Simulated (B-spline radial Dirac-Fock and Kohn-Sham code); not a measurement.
# f′ and f″ of Be, 644.1 eV to 6 keV

Level of theory: the dispersion relation over Dirac-Hartree-Slater subshell photoionisation cross sections, with the Kissel-Pratt high-energy constant (isolated atom, no bound-bound lines or fine structure); an atomic code on a B-spline grid. The forward scattering factor is f₀ + f′ + i f″.

No edge lies in or near this range.

```tsv
hν (eV)	λ (Å)	f′ (e)	f″ (e)	tabulated f′	tabulated f″
644.1	19.25	0.214	0.291	–	0.27
664.9	18.65	0.208	0.274	–	0.25
700.8	17.69	0.197	0.249	–	0.23
871.6	14.22	0.154	0.166	–	0.15
1000	12.40	?	?	?	?
1069	11.60	0.119	0.112	0.13	0.10
1189	10.43	0.103	0.091	0.11	0.08
1253.6	9.890	0.096	0.082	0.10	0.07
1486.9	8.338	0.075	0.058	0.08	0.05
2000	6.199	0.048	0.031	0.05	0.03
2299	5.393	0.039	0.024	0.04	0.02
2346	5.285	0.037	0.023	0.04	0.02
2893	4.286	0.027	0.014	0.03	0.01
2984.4	4.154	0.025	0.013	0.03	0.01
3907	3.173	0.016	0.007	0.02	0.01
3935	3.151	0.016	0.007	0.02	0.01
4000	3.100	0.015	0.007	0.02	0.01
4510.9	2.749	0.012	0.005	0.01	0.00
4605	2.692	0.012	0.005	0.01	0.00
4843	2.560	0.011	0.005	0.01	0.00
4946	2.507	0.010	0.004	0.01	0.00
5414.7	2.290	0.009	0.004	0.01	0.00
5538	2.239	0.008	0.003	0.01	0.00
6000	2.066	0.007	0.003	0.01	0.00
```

**Question.** What are f′ and f″ at 1000 eV?

**Answer.** f′ = 0.130 and f″ = 0.127 electrons (tables: 0.14 and 0.12). By the optical theorem f″ corresponds to a photoabsorption cross section 2 rₑ λ f″ = 8890 b.

Tabulated f′: xraylib 4.2 anomalous scattering factors (Cullen et al., EPDL97); f″: Chantler's tables (J. Phys. Chem. Ref. Data 1995 and 2000). Both are theoretical tables.

Values without a named source are computed, but for edge energies of neutral atoms, which are taken from tables.
